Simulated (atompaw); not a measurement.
# Reading a pseudo-wave (B (Z = 5))

Columns: radius, all-electron u(r) and pseudo u(r) of the 2p shell (level -3.72 eV) of boron in the configuration [He] 2s2 2p1; LDA (PW92), non-relativistic, PAW (atompaw) scheme, atompaw 4.2.0.5.

```tsv
r (bohr)	all-electron	pseudo
0.115	0.0351	0.0015
0.231	0.1099	0.0061
0.346	0.1959	0.0137
0.462	0.2811	0.0244
0.577	0.3579	0.0383
0.692	0.4246	0.0552
0.808	0.4811	0.0756
0.923	0.5266	0.0990
1.038	0.5622	0.1254
1.154	0.5891	0.1552
1.269	0.6075	0.1875
1.385	0.6190	0.2224
1.500	0.6243	0.2590
1.615	0.6244	0.2967
1.731	0.6202	0.3350
1.846	0.6125	0.3722
1.962	0.6019	0.4075
2.077	0.5890	0.4388
2.192	0.5743	0.4651
2.308	0.5581	0.4848
2.423	0.5410	0.4965
2.538	0.5231	0.4999
2.654	0.5046	0.4951
2.769	0.4859	0.4834
2.885	0.4670	0.4667
3.000	0.4483	0.4483
```

(1) How many radial nodes do the two functions have?

(2) Is the pseudo-wave norm-conserving?

Answers

(1) The all-electron 2p function has n − l − 1 = 0; the pseudo-wave has 0.

(2) No, it belongs to a PAW set: the norm inside the radius is not constrained, and the difference is carried by the augmentation charge.
